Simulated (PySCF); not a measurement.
Dipole moment and polarisability of `N[SiH2]CC[SiH2]O`

Compound: C₂H₁₁NOSi₂.
Atom-mapped SMILES: `[NH2:1][SiH2:2][CH2:3][CH2:4][SiH2:5][OH:6]` (hydrogens: H7, H8 on N1; H9, H10 on Si2; H11, H12 on C3; H13, H14 on C4; H15, H16 on Si5; H17 on O6)

Structure used (PBE0-D3(BJ)/def2-SVP), in Å, numbered top down from 1:
```
atom  x, y, z in Å
N1    -0.4650    1.9725    0.3847
Si2   -1.5886    0.7146   -0.1407
C3    -0.9334   -0.9844    0.3247
C4     0.3031   -1.5023   -0.4226
Si5    1.9325   -0.6114   -0.0820
O6     1.9321    0.9473   -0.6405
H7    -0.3302    2.0588    1.3903
H8    -0.6404    2.9017    0.0078
H9    -1.7166    0.8858   -1.6182
H10   -2.9477    0.8702    0.4756
H11   -0.7565   -0.9805    1.4169
H12   -1.7901   -1.6686    0.1812
H13    0.4751   -2.5643   -0.1669
H14    0.1325   -1.4847   -1.5139
H15    2.1691   -0.6778    1.4027
H16    3.0350   -1.3367   -0.7766
H17    1.1622    1.4605   -0.3060
```

Level: CAM-B3LYP/def2-SVPD (PySCF), static field, nuclei fixed, core orbitals frozen in the response. The polarisability tensor in these axes (au):

```
x   98.86 -4.94 -1.49
y   -4.94 89.18  0.73
z   -1.49  0.73 79.32
```

Question: Give the principal values, the mean and the anisotropy Δα = √{½[(α1 − α2)² + (α2 − α3)² + (α1 − α3)²]}.

Answer: Principal values 79.19, 87.11 and 101.06 au; mean 89.12 au = 13.21 Å³ = 14.69 × 10⁻⁴⁰ C²·m²/J; Δα = 19.18 au (22 % of the mean).

Question: What is the dipole moment, and where does it point?

Answer: (-2.79, 0.42, 1.48) D, 3.19 D in size, pointing from the negative to the positive side. Measured along this direction, the outermost atoms are H16 at the negative end and H10 at the positive end.

Question: How large is μ²/3kT at 250 K beside α?

Answer: In Gaussian units μ²/3kT = 98.16 Å³ against 13.21 Å³, a ratio of 7.43; the Debye molar polarisation (4π/3)N_A(α + μ²/3kT) is 280.9 cm³/mol, leaving out the vibrational part.

Question: Find the Langevin capture rate constant for NH4+ (18.034 u) meeting this molecule (121.038 u), k = 2.342 × 10⁻⁹ cm³/s × √(α in Å³ / reduced mass in u).

Answer: The reduced mass is 15.70 u, so k = 2.15 × 10⁻⁹ cm³/s. The formula leaves out the permanent dipole, which adds to the capture rate.

Question: Traceless (Buckingham) quadrupole moment about the centre of nuclear charge: eigenvalues?

Answer: -11.65, 0.20, 11.45 D·Å. The values depend on the origin, since the dipole doesn't vanish. The electronic extent ⟨r²⟩ about the same centre is 1082 bohr², a root-mean-square distance of 2.14 Å for the 66 electrons.

Question: Form Σ f/ω² (atomic units) for the 10 lowest TDDFT singlets, given as eV and f, and set it beside the mean polarisability, which is this sum over all singlets: 6.81, 0.0233; 7.25, 0.0010; 7.59, 0.0059; 7.90, 0.0462; 8.00, 0.0123; 8.09, 0.0020; 8.22, 0.0265; 8.25, 0.0283; 8.38, 0.0371; 8.44, 0.0161.

Answer: They add up to 2.33 au, 2.6 % of the 89.12 au; the largest single term is 0.55 au, from the state at 7.90 eV. Terms in order: 0.37, 0.01, 0.08, 0.55, 0.14, 0.02, 0.29, 0.31, 0.39, 0.17 au. Higher excitations give the rest. The strengths listed sum to 0.199.

Question: Refractivity n − 1 of an ideal gas of it at 500 K and 1 atm, from the electronic α?

Answer: N = p/kT = 1.4678 × 10¹⁹ cm⁻³, so n − 1 = 2π × N × 13.21 × 10⁻²⁴ cm³ = 1218 × 10⁻⁶ at long wavelengths, for an ideal gas.

Geometry: PBE0-D3(BJ)/def2-SVP, one conformer, isolated molecule.
